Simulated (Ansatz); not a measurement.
Geometry optimisation, RKS PBE/cc-pVDZ (Ansatz).

Input:

```yaml
crystal:
  periodic: [false, false, false]
  atoms:
    - { symbol: Al, position_ang: [-1.145337, -0.441799, -0.389218] }
    - { symbol: C, position_ang: [1.651153, -0.05506, 1.269163] }
    - { symbol: F, position_ang: [-0.083865, -1.690376, -0.85794] }
    - { symbol: F, position_ang: [-1.558969, -0.18688, 1.242514] }
    - { symbol: H, position_ang: [-0.663484, 1.624963, -1.478599] }
    - { symbol: O, position_ang: [-2.35034, 0.130443, -1.642788] }
    - { symbol: H, position_ang: [1.539114, 0.721086, 0.510557] }
    - { symbol: F, position_ang: [-0.110796, 1.301186, -0.805027] }
    - { symbol: H, position_ang: [0.767302, -0.05741, 1.941008] }
    - { symbol: H, position_ang: [1.741482, -1.046652, 0.7754] }
    - { symbol: H, position_ang: [2.562528, 0.151824, 1.863609] }
    - { symbol: H, position_ang: [-2.34879, -0.451525, -2.42868] }
basis:
  gaussian: { orbitals: cc-pVDZ }
hamiltonian:
  xc: pbe
relax:
  f_tol: 0.03
  max_steps: 50
```

Command:

```bash
$ ansatz run input.yaml --threads 2 --pin off --max-ram 3072MiB --backend cpu --events-out ev --progress --plain --runs-dir out
```

**Question.** Where does it end, and by what steps?

**Answer.** The run converged. The force dipped under the threshold on the way, but the program's further checks kept it going. After 19 steps the energy has fallen by 1.227 eV; H5 moved furthest, 1.65 Å. Parted: H5–F8 (0.93 → 2.50 Å). Joined: H5–O6 (2.26 → 0.98 Å).

```json
{"step": "0", "energy less start (eV)": "0.0000", "largest force component (eV/Å)": "1.132", "accepted": "yes"}
{"step": "1", "energy less start (eV)": "-0.1535", "largest force component (eV/Å)": "0.638", "accepted": "yes"}
{"step": "2", "energy less start (eV)": "-0.2614", "largest force component (eV/Å)": "0.478", "accepted": "yes"}
{"step": "3", "energy less start (eV)": "-0.3669", "largest force component (eV/Å)": "0.668", "accepted": "yes"}
{"step": "4", "energy less start (eV)": "-0.4314", "largest force component (eV/Å)": "0.911", "accepted": "yes"}
{"step": "5", "energy less start (eV)": "-0.4592", "largest force component (eV/Å)": "2.408", "accepted": "yes"}
{"step": "6", "energy less start (eV)": "-0.6127", "largest force component (eV/Å)": "1.374", "accepted": "yes"}
{"step": "7", "energy less start (eV)": "-0.7964", "largest force component (eV/Å)": "1.132", "accepted": "yes"}
{"step": "8", "energy less start (eV)": "-1.0282", "largest force component (eV/Å)": "0.763", "accepted": "yes"}
{"step": "9", "energy less start (eV)": "-1.1454", "largest force component (eV/Å)": "0.418", "accepted": "yes"}
{"step": "10", "energy less start (eV)": "-1.1944", "largest force component (eV/Å)": "0.344", "accepted": "yes"}
{"step": "11", "energy less start (eV)": "-1.1830", "largest force component (eV/Å)": "0.879", "accepted": "no"}
{"step": "12", "energy less start (eV)": "-1.2104", "largest force component (eV/Å)": "0.205", "accepted": "yes"}
{"step": "13", "energy less start (eV)": "-1.2210", "largest force component (eV/Å)": "0.094", "accepted": "yes"}
{"step": "14", "energy less start (eV)": "-1.2247", "largest force component (eV/Å)": "0.044", "accepted": "yes"}
{"step": "15", "energy less start (eV)": "-1.2252", "largest force component (eV/Å)": "0.164", "accepted": "yes"}
{"step": "16", "energy less start (eV)": "-1.2259", "largest force component (eV/Å)": "0.042", "accepted": "yes"}
{"step": "17", "energy less start (eV)": "-1.2262", "largest force component (eV/Å)": "0.010", "accepted": "yes"}
{"step": "18", "energy less start (eV)": "-1.2263", "largest force component (eV/Å)": "0.061", "accepted": "yes"}
{"step": "19", "energy less start (eV)": "-1.2265", "largest force component (eV/Å)": "0.027", "accepted": "yes"}
```

```xyz
12
Properties=species:S:1:pos:R:3
Al -0.728 0.047 -0.300
C 1.746 -0.156 1.398
F -0.149 -1.415 -0.982
F -1.547 -0.004 1.191
H -2.019 1.002 -2.185
O -2.209 0.197 -1.655
H 1.828 0.797 0.840
F -0.008 1.519 -0.801
H 0.846 -0.140 2.044
H 1.690 -1.006 0.690
H 2.642 -0.282 2.036
H -2.092 -0.558 -2.275
```

Whether the end is a true minimum wasn't checked by a vibrational analysis.

Run time: 45 s on 2 threads of Intel(R) Xeon(R) Platinum 8488C (Sapphire Rapids), on a shared host, peak memory 0.17 GiB.
